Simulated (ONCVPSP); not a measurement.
How hard is this O ONCV potential?

```json
{"Element": "O (Z = 8)", "Generator": "ONCVPSP 4.0.1", "Type": "optimised norm-conserving Vanderbilt (ONCV)", "Functional": "Wu-Cohen", "Relativity": "scalar-relativistic", "Frozen core": "[He]", "Valence charge": "6", "Reference configuration": "2s2 2p4", "Partial waves": "2s: rc 0.75 bohr, ncon 4, nbas 9, qcut 6.9 1/bohr, 2 projectors, debl 3.1 Ha; 2p: rc 1.10 bohr, ncon 4, nbas 7, qcut 14.6 1/bohr, 3 projectors, debl 1.8 Ha; d scattering state at 0.32 Ha: rc 1.15 bohr, ncon 4, nbas 7, qcut 7.8 1/bohr, 2 projectors, debl 2.7 Ha", "Local potential": "polynomial inside 0.45 bohr (lpopt 5, dvloc0 2 Ha)", "Core correction": "Teter function fitted to the true core (icmod 2), fcfact 0.75"}
```

For each optimised wave give the share of its norm inside rc, the residual kinetic energy above qcut (Ha) and the cutoffs (Ha) for errors of 10, 1, 0.1 and 0.01 mHa per electron.

```tsv
wave	norm inside rc	residual KE	10 mHa	1 mHa	0.1 mHa	0.01 mHa
2s	0.230	1.3e-02	25.7	201.9	402.4	460.5
s projector 2	0.045	5.6e-03	19.8	67.3	481.5	567.6
2p	0.499	7.2e-09	41.3	57.3	70.9	82.0
p projector 2	0.174	1.9e-08	41.9	58.9	73.2	85.4
p projector 3	0.081	6.2e-08	42.4	60.4	75.4	87.9
d projector 1	0.002	1.7e-06	1.1	4.4	12.6	22.4
d projector 2	0.127	5.0e-04	17.1	27.4	37.1	73.3
```

The occupied waves need 202 Ha and 402 Ha for 1 and 0.1 mHa. Rows with under 1 % of the norm inside rc give no meaningful cutoff.
